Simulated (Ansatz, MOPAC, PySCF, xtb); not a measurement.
Dimer: NH3 (SMILES N) (first 4 atoms) with SO2 (SMILES O=S=O); geometry from B3LYP-D3(BJ)/def2-TZVP, rigid monomers moved along the line of their centres of mass till N1···S6 is 2.36 Å.
(charge 0, multiplicity 1):
```xyz
7

N      0.017     0.001     0.622
H     -0.305    -0.927     0.370
H     -0.778     0.630     0.631
H      0.678     0.321    -0.075
O     -0.252     0.965     3.295
S      0.610    -0.125     2.902
O      0.099    -1.465     3.067
```

Counterpoise-corrected where a basis set is named; no monomer relaxation.

Rows in 6-31G* carry no dispersion term and start afresh at each structure (6-31G* with six Cartesian d functions). The state reached by PM6 isn't checked.

Codes used: Ansatz (Gaussian basis) for Hartree–Fock, density functionals and correlated methods; MOPAC for PM6 (differences of heats of formation); PySCF for 6-31G* rows, the dispersion terms; xtb for the GFN methods. Each number belongs to the level named beside it.

Task: One of these levels gives -3.63 kcal/mol for the interaction energy. Which one is it?
A. PM6
B. HF/6-31G*
C. PBE-D3(BJ)/def2-TZVPPD
D. GFN2-xTB

Result: B, HF/6-31G*. The others give -12.03 (PM6), -14.39 (GFN2-xTB), -7.52 (PBE-D3(BJ)/def2-TZVPPD)

Ansatz is a first-principles code.
